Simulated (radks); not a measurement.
Values are calculated unless marked as measured or tabulated.
Numerical settings for the xenon ion Xe+, [Kr] 4d10 5s2 5p5. Code: a radial shooting solver on a logarithmic mesh with Libxc functionals. Model: scalar-relativistic Kohn-Sham, SCAN, spin-unpolarised, spherical densities, finite nucleus; meta-GGA in the generalised Kohn-Sham scheme; Fermi nuclear charge, rms radius 4.7859 fm. The defaults (mesh step 0.008 in ln r, mesh end at 40 bohr or more with all orbitals vanishing there, Anderson mixing 0.5 over 9 steps, residual threshold near 1e-9 with the energy settled to 1e-9 hartree or 1e-11 of itself, here a cap of 81 iterations) give E = -7448.022 hartree and 5p at -17.351 eV in 16 iterations. Times are rough (one thread of a shared host). Changes against that run (0 stands for a change within the tolerance of the run):

| setting | iterations | converged | E (mhartree) | e(5p) (meV) | CPU (s) |
|---|---|---|---|---|---|
| mesh step in ln r 0.12 | 2 | no | diverged | - | 0.01 |
| mesh step in ln r 0.003 | 19 | yes | -0.0955 | +0.00846 | 0.38 |
| mesh step in ln r 0.2 | 4 | no | diverged | - | 0.01 |
| mesh end (bohr) 2 | 13 | level above zero | +1.53e+04 | +8.6e+04 | 0.09 |
| mesh end (bohr) 400 | 16 | yes | +0.203 | +0.00671 | 0.14 |
| residual threshold 0.001 | 12 | yes | 0 | -0.0337 | 0.11 |
| residual threshold 0.01 | 12 | yes | 0 | -0.0337 | 0.11 |
| mixing 0.05 | 25 | yes | 0 | -0.00365 | 0.19 |
| linear mixing, mixing 0.2 | 79 | yes | 0 | -0.00285 | 0.53 |
| linear mixing, mixing 1 | 23 | no | diverged | - | 0.23 |
| mixing history 20 | 15 | yes | 0 | 0 | 0.13 |
| iteration cap 5 | 5 | no | +0.17 | +88.1 | 0.05 |

Settled on a wrong energy, with an occupied level pushed above zero by the early mesh end: mesh end (bohr) 2 (+15.3 hartree). Apart from these: no run marked as converged misses the energy by more than 1 mhartree. A mesh that ends early acts as a hard wall.
